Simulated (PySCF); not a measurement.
## `O=CO[Si@@H](C=O)C1CC1`, C₅H₈O₃Si

Geometry (Å), atoms numbered from 1 in this order:
```xyz
17

O    -3.2838    1.3126   -0.6031
C    -3.0947    0.1346   -0.5678
O    -1.9203   -0.4382   -0.4592
Si   -0.4985    0.4425   -0.3145
C    -0.5851    1.3685    1.3736
O     0.3607    1.8838    1.9120
C     0.8025   -0.9085   -0.2756
C     1.9720   -0.7952    0.6701
C     2.1904   -0.6139   -0.7892
H    -3.9001   -0.6173   -0.6256
H    -0.3808    1.4024   -1.4072
H    -1.5755    1.3950    1.8798
H     0.4484   -1.9175   -0.4567
H     2.0269    0.0741    1.3062
H     2.3318   -1.6998    1.1367
H     2.7027   -1.3908   -1.3365
H     2.3963    0.3799   -1.1541
```

Method used: GIAO PBE0/pcSseg-1 magnetisability, rotational g tensor and spin-rotation constants, non-relativistic, gas phase in PySCF 2.14.0. Geometry: GFN2-xTB.

Question: Give the nuclear spin-rotation constants along the inertial axes (H = +C I·J) beside the isotropic shieldings.

Answer: Rotational constants 2.2151, 0.9351, 0.7185 GHz. A star marks the isotopologue with that one atom substituted, in its own axes.
```
atom  isotope  Caa (kHz)  Cbb (kHz)  Ccc (kHz)  mean (kHz)  σ (ppm)
 H10       1H     -0.052     -0.031     -0.020      -0.034     23.3
 H11       1H     -0.213     -0.085      0.036      -0.087     26.8
 H12       1H      0.156     -0.047     -0.020       0.030     19.6
 H13       1H     -0.224     -0.044     -0.059      -0.109     31.8
 H14       1H     -0.197     -0.007     -0.079      -0.094     30.7
 H15       1H     -0.150     -0.101     -0.028      -0.093     31.1
 H16       1H     -0.157     -0.030     -0.078      -0.088     31.0
 H17       1H     -0.226     -0.100     -0.009      -0.112     31.5
  O1     17O*     -1.379     -0.315     -0.238      -0.644   -128.9
  C2     13C*      1.122      0.271      0.211       0.534     20.4
  O3     17O*     -0.353     -0.234     -0.181      -0.256    127.4
 Si4    29Si*     -1.200     -0.594     -0.428      -0.741    385.4
  C5     13C*      1.278      0.508      0.248       0.678    -60.7
  O6     17O*     -2.448     -1.001     -0.174      -1.208   -593.4
  C7     13C*      0.322      0.066      0.068       0.152    193.7
  C8     13C*      0.276      0.106      0.082       0.155    184.4
  C9     13C*      0.273      0.092      0.101       0.155    181.8
```
For the geometry as given, no vibrational averaging.
